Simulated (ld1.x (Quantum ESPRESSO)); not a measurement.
**How hard is this magnesium (Mg) RRKJ potential?**

| Quantity | Value |
| --- | --- |
| Element | magnesium (Mg) |
| Generator | ld1.x (Quantum ESPRESSO) 7.5 |
| Type | norm-conserving RRKJ (Kleinman–Bylander form) |
| Functional | PBE |
| Relativity | non-relativistic |
| Frozen core | [Ne] |
| Valence charge | 2 |
| Reference configuration | 3s1 3p1 |
| Partial waves | 3p (bound): rc 2.40 bohr; 3s (bound): rc 2.25 bohr |
| Local potential | the s channel |
| Core correction | none |
| rho0 | 0.02 |

The pseudo-atom Hamiltonian at the reference potential is diagonalised in spherical Bessel functions j_l(qr) that vanish at 20 bohr, with q² up to the cutoff. All-electron valence levels (Ry): 3p -0.1524, 3s -0.4158.

Q: How do the lowest levels (Ry) of each channel move with the cutoff, and are there ghosts?

A:

| cutoff (Ry) | p #1 | p #2 | s #1 | s #2 | d #1 | d #2 | f #1 | Σ f·Δε (mRy) |
| --- | --- | --- | --- | --- | --- | --- | --- | --- |
| 8 | -0.1524 | 0.0204 | -0.4144 | -0.0258 | 0.0290 | 0.1132 | 0.0901 | 1.3 |
| 10 | -0.1524 | 0.0204 | -0.4148 | -0.0259 | 0.0290 | 0.1132 | 0.0901 | 1.0 |
| 12 | -0.1524 | 0.0204 | -0.4148 | -0.0259 | 0.0290 | 0.1131 | 0.0901 | 0.9 |
| 15 | -0.1524 | 0.0204 | -0.4150 | -0.0259 | 0.0289 | 0.1131 | 0.0901 | 0.8 |
| 400 | -0.1524 | 0.0203 | -0.4158 | -0.0260 | 0.0289 | 0.1131 | 0.0901 | 0.0 |

Result: no extra level below or beside the all-electron valence levels (p, s, d, f tested); 10 mRy is reached at 6 Ry and 1 mRy at 10 Ry.
